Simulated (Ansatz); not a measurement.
Calculated with Ansatz (gas phase, PBE0-D4/def2-TZVP geometries, no zero-point term in ΔE). CCSD(T)/CBS is the MP2 limit (def2-TZVPP, def2-QZVPP) plus CCSD(T) − MP2 in def2-TZVPP, frozen cores. This one scheme is used for every species. For Ga outer-core shells are correlated without core-valence functions, which leaves a few kJ/mol of doubt a bond. Scalar relativity is left out up to krypton. Each species was taken in one conformer, which may not be the lowest.

`F[SiH2][N]([SiH3])[GaH2]` + `[SiH3]CS` → `[SiH3]C[S][GaH2]` + `F[SiH2]N[SiH3]`  (ligand exchange at a Ga–N bond)

```
                   species  SCS-MP2/def2-TZVPP energy (Eh)
`F[SiH2][N]([SiH3])[GaH2]`                     -2660.23629
                `[SiH3]CS`                      -728.35717
        `[SiH3]C[S][GaH2]`                     -2652.42022
          `F[SiH2]N[SiH3]`                      -736.18521
```

(1) Work out ΔE.

Largest T1 diagnostic among the species: 0.013.

Results:

(1) ΔE = (-2652.42022) + (-736.18521) − (-2660.23629) − (-728.35717) = -0.01197 Eh = -0.33 eV. CCSD(T)/CBS gives -0.38 eV.

In def2-TZVPP, CCSD(T) changes the Hartree–Fock value by +0.09 eV (the triples alone add +0.00 eV) and MP2 by +0.08 eV. The D4 term adds +0.03 eV with B3LYP and +0.02 eV with PBE0; it sums over pairs of atoms, weighted by their polarisabilities, and B3LYP, whose exchange is more repulsive, gets the larger term.

B3LYP here is the variant with VWN-RPA as its local correlation; programs differ in this.
